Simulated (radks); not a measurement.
Spherical jellium clusters: N electrons in a uniform positive sphere of charge N and radius rs N^(1/3), rs = 5.29 bohr. Method: non-relativistic Kohn-Sham, LDA (Slater exchange, Perdew-Wang correlation), spin-polarised, spherical densities; computed with a radial shooting solver with Libxc functionals. Levels are named by radial order and angular momentum (1s, 1p, 1d, 2s, ...), and open shells are averaged over m. Each electron was tried in the lowest free levels, single moves between levels near the top were tried too, and the lowest total energy was kept; such a search can miss a lower state. Energies include the self-energy of the background; IP and EA are vertical (highest electron removed, lowest free level filled), at fixed background; spill-out counts the electrons outside the background radius R, and alpha is the static dipole polarisability from linear response (closed shells only). A dash means not computed or, for alpha, an open shell; in EA it means that no bound solution was reached, which is typical of self-interaction and does not show that the anion is unstable. Real open-shell clusters deform, which this model forbids.

N        open shells  2S  E/N (eV)  E(N+1) + E(N-1) - 2E(N) (eV)  EA (eV)  -e(HOMO) (eV)  alpha/R^3
1   1s(up 1, down 0)   1    -1.355                             -        -          2.507          -
2               none   0    -1.645                         0.685        -          2.560      1.434
3   1p(up 1, down 0)   1    -1.513                        -0.461        -          1.900          -
4   1p(up 2, down 0)   2    -1.563                        -0.296        -          2.254          -
5   1p(up 3, down 0)   3    -1.652                         0.246        -          2.472          -
6   1p(up 3, down 1)   2    -1.670                        -0.244    1.134          2.259          -
7   1p(up 3, down 2)   1    -1.718                        -0.172    1.344          2.456          -
8               none   0    -1.775                         0.723        -          2.595      1.304
9   1d(up 1, down 0)   1    -1.740                        -0.179        -          1.916          -
10  1d(up 2, down 0)   2    -1.729                        -0.148    1.087          2.082          -
11  1d(up 3, down 0)   3    -1.734                        -0.124    1.234          2.216          -
12  1d(up 4, down 0)   4    -1.748                        -0.104    1.356          2.326          -
13  1d(up 5, down 0)   5    -1.768                         0.252    1.132          2.417          -
14  1d(up 5, down 1)   4    -1.767                        -0.115    1.269          2.182          -
15  1d(up 5, down 2)   3    -1.774                        -0.098    1.384          2.289          -
16  1d(up 5, down 3)   2    -1.787                        -0.084    1.484          2.378          -
17  1d(up 5, down 4)   1    -1.802                        -0.073    1.570          2.455          -
18              none   0    -1.820                         0.154    1.444          2.520      1.233
19  2s(up 1, down 0)   1    -1.828                         0.182    1.303          2.362          -
20              none   0    -1.827                         0.137    1.177          2.206      1.254
21  1f(up 1, down 0)   1    -1.818                        -0.078    1.265          2.086          -
22  1f(up 2, down 0)   2    -1.814                        -0.071    1.343          2.157          -
23  1f(up 3, down 0)   3    -1.814                        -0.064    1.415          2.221          -
24  1f(up 4, down 0)   4    -1.816                             -    1.480          2.279          -

All shells are closed at N = 2, 8, 18, 20 (there: 1s2 1p6 1d10 2s2); the second difference of the energy has clear peaks (12 % above both neighbours; the first and last values, which can be the largest, are not judged, and half-filled shells can peak too) at N = 5, 8, 13, 19.
